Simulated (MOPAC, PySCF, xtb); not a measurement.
Energy landscape of C₂H₆Zn, singlet: bend at the central Zn, local threefold symmetry of each CH3 group. Scanned: C-Zn-C angle. Other coordinates (Zn-C length, H-C-Zn angle, C-H length) were minimised at B3LYP/def2-TZVP.

- GFN1-xTB (xtb)
- PM7, restricted, heats of formation (MOPAC)
- PM3, restricted, heats of formation (MOPAC)
- wB97X-V/def2-TZVP, density fitting (PySCF)

Energies relative to the lowest point of each profile, in kcal/mol; the last columns give the difference from wB97X-V:

```json
[
 {"a / °": "180", "GFN1-xTB": "0.0", "PM7": "0.0", "PM3": "0.0", "wB97X-V": "0.0", "GFN1-xTB − wB97X-V": "0.0", "PM7 − wB97X-V": "0.0", "PM3 − wB97X-V": "0.0"},
 {"a / °": "172.50", "GFN1-xTB": "0.1", "PM7": "0.2", "PM3": "0.2", "wB97X-V": "0.4", "GFN1-xTB − wB97X-V": "-0.3", "PM7 − wB97X-V": "-0.1", "PM3 − wB97X-V": "-0.2"},
 {"a / °": "165", "GFN1-xTB": "0.1", "PM7": "0.9", "PM3": "0.7", "wB97X-V": "1.6", "GFN1-xTB − wB97X-V": "-1.4", "PM7 − wB97X-V": "-0.7", "PM3 − wB97X-V": "-0.9"},
 {"a / °": "157.50", "GFN1-xTB": "0.4", "PM7": "1.9", "PM3": "1.6", "wB97X-V": "3.5", "GFN1-xTB − wB97X-V": "-3.1", "PM7 − wB97X-V": "-1.5", "PM3 − wB97X-V": "-1.9"},
 {"a / °": "150", "GFN1-xTB": "0.7", "PM7": "3.5", "PM3": "2.9", "wB97X-V": "6.1", "GFN1-xTB − wB97X-V": "-5.4", "PM7 − wB97X-V": "-2.7", "PM3 − wB97X-V": "-3.2"},
 {"a / °": "142.50", "GFN1-xTB": "1.2", "PM7": "5.5", "PM3": "4.7", "wB97X-V": "9.4", "GFN1-xTB − wB97X-V": "-8.2", "PM7 − wB97X-V": "-4.0", "PM3 − wB97X-V": "-4.7"},
 {"a / °": "135", "GFN1-xTB": "1.9", "PM7": "7.9", "PM3": "7.1", "wB97X-V": "13.4", "GFN1-xTB − wB97X-V": "-11.5", "PM7 − wB97X-V": "-5.5", "PM3 − wB97X-V": "-6.3"},
 {"a / °": "127.50", "GFN1-xTB": "2.9", "PM7": "10.9", "PM3": "10.0", "wB97X-V": "18.0", "GFN1-xTB − wB97X-V": "-15.1", "PM7 − wB97X-V": "-7.1", "PM3 − wB97X-V": "-7.9"},
 {"a / °": "120", "GFN1-xTB": "4.2", "PM7": "14.4", "PM3": "13.7", "wB97X-V": "23.2", "GFN1-xTB − wB97X-V": "-18.9", "PM7 − wB97X-V": "-8.7", "PM3 − wB97X-V": "-9.4"},
 {"a / °": "112.50", "GFN1-xTB": "6.0", "PM7": "18.6", "PM3": "18.3", "wB97X-V": "29.0", "GFN1-xTB − wB97X-V": "-23.0", "PM7 − wB97X-V": "-10.5", "PM3 − wB97X-V": "-10.7"},
 {"a / °": "105", "GFN1-xTB": "8.4", "PM7": "23.3", "PM3": "23.9", "wB97X-V": "35.7", "GFN1-xTB − wB97X-V": "-27.2", "PM7 − wB97X-V": "-12.3", "PM3 − wB97X-V": "-11.7"},
 {"a / °": "97.50", "GFN1-xTB": "11.7", "PM7": "29.0", "PM3": "30.9", "wB97X-V": "43.3", "GFN1-xTB − wB97X-V": "-31.6", "PM7 − wB97X-V": "-14.3", "PM3 − wB97X-V": "-12.4"},
 {"a / °": "90", "GFN1-xTB": "16.1", "PM7": "35.7", "PM3": "39.5", "wB97X-V": "52.3", "GFN1-xTB − wB97X-V": "-36.2", "PM7 − wB97X-V": "-16.6", "PM3 − wB97X-V": "-12.8"}
]
```

GFN1-xTB is furthest from wB97X-V at 90 (-36.2 kcal/mol, below); its mean absolute difference over the points is 14.0 kcal/mol.

PM7 is furthest from wB97X-V at 90 (-16.6 kcal/mol, below); its mean absolute difference over the points is 6.5 kcal/mol.

PM3 is furthest from wB97X-V at 90 (-12.8 kcal/mol, below); its mean absolute difference over the points is 6.3 kcal/mol.
